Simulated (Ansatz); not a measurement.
Basis sets compared for the cluster GeBr₂ (the lowest singlet isomer of a short search). The state is a singlet with charge 0. Geometry r2SCAN-D4/def2-TZVP. Ansatz on 4 threads of Intel Xeon 6975P-C on a shared host; times are rough, and most runs start from earlier orbitals.

```xyz
3

Ge   -0.345   -0.361    0.857
Br   -0.398    1.836    0.038
Br    0.743   -1.475   -0.895
```

The structure comes from a short search, and lower isomers may exist.

Binding counts from free atoms (Ge triplet, Br doublet) in the same basis, without a counterpoise term.

```tsv
level	functions	energy (Eh)	HOMO (eV)	LUMO (eV)	binding per atom (eV)	wall time
PBE-D4/def2-SVP	96	-7223.4417	-6.61	-3.80	2.60	0.35 s
PBE-D4/def2-TZVP	144	-7224.3296	-6.74	-3.90	2.60	0.55 s
r2SCAN-D4/def2-TZVP (with forces)	144	-7225.3678	-7.03	-3.91	2.53	1.3 s
PBE0-D4/def2-SVP	96	-7223.6662	-7.72	-3.18	2.47	0.6 s
PBE0-D4/def2-TZVP	144	-7224.5536	-7.80	-3.22	2.49	1.2 s
```

Problem. Estimate the rows for PBE-D4/def2-TZVPD, r2SCAN-D4/def2-TZVPD, PBE0-D4/def2-TZVPD.

Solution. 
```csv
level,functions,energy (Eh),HOMO (eV),LUMO (eV),binding per atom (eV),wall time
PBE-D4/def2-TZVPD,168,-7224.3311,-6.78,-3.94,2.60,0.85 s
r2SCAN-D4/def2-TZVPD,168,-7225.3691,-7.05,-3.93,2.54,1.5 s
PBE0-D4/def2-TZVPD,168,-7224.5549,-7.82,-3.25,2.49,1.6 s
```
